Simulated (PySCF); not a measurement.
**A series of derivatives of C#CC(C)C[SiH2]C**

Parent skeleton `[CH:1]#[C:2][CH:3]([CH3:4])[CH2:5][SiH2:6][CH3:7]`; one hydrogen on atom 3 is replaced by X. Hydrogens on one atom are averaged.

Method: geometry from GFN2-xTB, σ from GIAO-PBE0/pcSseg-1, in PySCF 2.14 (fast rotation and ring inversion assumed for equivalent nuclei, no solvent, one computed conformer, non-relativistic).

References, each an isolated molecule treated in the same way: TMS for 13C (σref 186.93) and 29Si (σref 349.16) and 1H (σref 31.72).

Question: Order these by the shift of C4, most shielded first.
A. X = N=CH2
B. X = CH2OH
C. X = CH2SiH3
D. X = SSiH3
E. X = CHO

Answer: B (25.4 ppm), A (28.0 ppm), E (30.0 ppm), D (33.7 ppm), C (37.0 ppm).

Question: Order these by the shift of C3, most shielded first.
A. X = SSiH3
B. X = CH2OH
C. X = N=CH2
D. X = CH2SiH3

Answer: D (31.2 ppm), B (34.5 ppm), A (45.7 ppm), C (58.1 ppm).

Question: Order these by the shift of H(C1), most shielded first.
A. X = N=CH2
B. X = SSiH3
C. X = C2H5
D. X = CHO

Answer: C (1.58 ppm), A (1.71 ppm), D (1.99 ppm), B (2.36 ppm).
